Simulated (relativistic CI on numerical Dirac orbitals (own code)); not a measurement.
## Hyperfine structure of Lu XXVI, mass number 173

Computed by Dirac-Coulomb-Breit CI, separate exchange-only KLI orbitals for each configuration, a model potential for QED, unscaled Slater integrals (own radial code, finite nucleus).

Configurations in the expansion (outside the closed core [Ar] 3d10): 4s2.4p6.4d10, 4s2.4p6.4d9.4f, 4s2.4p5.4d10.4f, 4s2.4p6.4d9.5s, 4s.4p6.4d10.4f, 4s2.4p6.4d9.5p, 4s2.4p6.4d9.5d, 4s2.4p5.4d10.5s, 4p6.4d10.4f2, 4p6.4d9.4f3, 4p5.4d10.4f3, 4p6.4d9.4f2.5s, 4p6.4d9.4f2.5p, 4p6.4d9.4f2.5d. Double excitations out of closed p, d and f shells are left out; levels of such configurations are missing from the list, as are those of other unlisted configurations, and high levels can miss mixing partners. These lack a partner that the ground configuration has and come out too high: 4s2.4p5.4d10.5s.

Nuclear spin I = 7/2, μ = 2.273 μN, Q = 3.53 b (tables of Stone and Pyykkö). The electronic factors are computed for point nuclear moments, without core polarisation or the Bohr-Weisskopf and QED corrections.

```
               Level  E (cm⁻¹)  A (MHz)  B (MHz)
4s2.4p6.4d9.4f 3P°_1   1425302     1398     6860
4s2.4p6.4d9.4f 3P°_2   1454254     1340    11700
4s2.4p6.4d9.4f 3H°_5   1463011     3596   -42000
4s2.4p6.4d9.4f 3H°_6   1471556     2757   -41100
4s2.4p6.4d9.4f 3F°_3   1484742     3253     4790
4s2.4p6.4d9.4f 3F°_4   1506833     2594    16100
4s2.4p6.4d9.4f 3G°_5   1520429     2725   -14700
4s2.4p6.4d9.4f 3D°_1   1528617    -2007     5740
```

Levels with J = 0, under 50 % of one LS term, or S terms without an open s electron are left out. Small factors come from cancelling terms and can be off by tens of per cent or more.

At this charge energies of transitions that change n are usually good to better than 1 %, and those within a shell (Δn = 0) to a few per cent.

**Question.** Give the hyperfine levels of 4s2.4p6.4d9.4f 3P°_1 relative to its centre of gravity.

**Answer.** With K = F(F + 1) − I(I + 1) − J(J + 1), E = AK/2 + B[¾K(K + 1) − I(I + 1)J(J + 1)]/[2I(2I − 1)J(2J − 1)]: F = 5/2: -2616, F = 7/2: -6301, F = 9/2: 6611 MHz.

LS names give the leading component of a level, which can be under half, so a name can repeat, a term be missing and a line seem to break the LS rules.
